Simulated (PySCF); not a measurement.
Structure problem from calculated spectra and properties.

Elements present: C, H, O and Si. Monoisotopic mass: 90.0501 u.

| Item | Value |
| --- | --- |
| Triplet | lowest triplet excitation (Tamm–Dancoff): 6.45 eV [TDA PBE0/def2-SVPD] |
| Rotational structure | rotational constants A, B, C: 6.269, 2.508, 1.975 GHz [GFN2-xTB] |
| Dipole | 1.72 D [PBE0/def2-SVPD] |
| 13C NMR | chemical shifts (computed TMS as zero) by class: 20.4 (1 C), 18.6 (2 C) ppm [GIAO PBE0/pcSseg-1] |
| UV, first state | lowest singlet excitation: 6.69 eV (185 nm, f = 0.002) [TDDFT PBE0/def2-SVPD] |
| NMR, other nuclei | isotropic shieldings of nuclei other than C and H, by class: 320 (1 O), 359 (1 Si) ppm [GIAO PBE0/pcSseg-1] |

Electronic properties: PySCF, gas phase, density fitting. Levels stand in brackets. Geometry: GFN2-xTB, one conformer, isolated molecule. NMR classes are plain means over equivalent atoms (diastereotopic ones count apart unless rotation or inversion swaps them), as if these changed places fast.

Q: Which formula fits the mass and the elements?

A: C3H10OSi (calculated 90.0501). No other formula that holds each of these elements comes within 0.0003 u with a fitting electron parity and a possible valence count.

Q: Propose a structure and show how it fits.

A: Numbering: `[CH3:1][CH:2]([CH3:3])[SiH2:4][OH:5]`. Its formula, C3H10OSi, gives 0 degrees of unsaturation, so no ring and no π bond. 3 carbons fall into 2 classes; from least to most shielded: sp3 carbon bound to silicon [C2] (20.4 ppm), methyl carbon [C1/C3] (18.6 ppm, 2 C, up to 3.3 ppm apart in this geometry). The other shieldings belong to: 320 ppm, silanol oxygen [O5]; 359 ppm, oxygen-bound silicon [Si4]. The optimised geometry has point group C1 and is an asymmetric top. Structure: `CC(C)[SiH2]O`. Computed isomers that give other values at the same levels: `C[Si](C)(C)O` (rotational constant A: 3.359 GHz; this holds for the one conformer computed); `CC(C)O[SiH3]` (13C chemical shifts (computed TMS as zero) by class: 70.1 (1 C), 26.7 (2 C) ppm); `CCCO[SiH3]` (13C chemical shifts (computed TMS as zero) by class: 71.4 (1 C), 30.6 (1 C), 11.2 (1 C) ppm). The assignments are read from this structure; whether some other isomer fits the data as well wasn't checked.

Conformer computed: `[CH3:1][CH:2]([CH3:3])[SiH2:4][OH:5]`: C1–C2–Si4–O5 56°, H–O5–Si4–C2 51°.
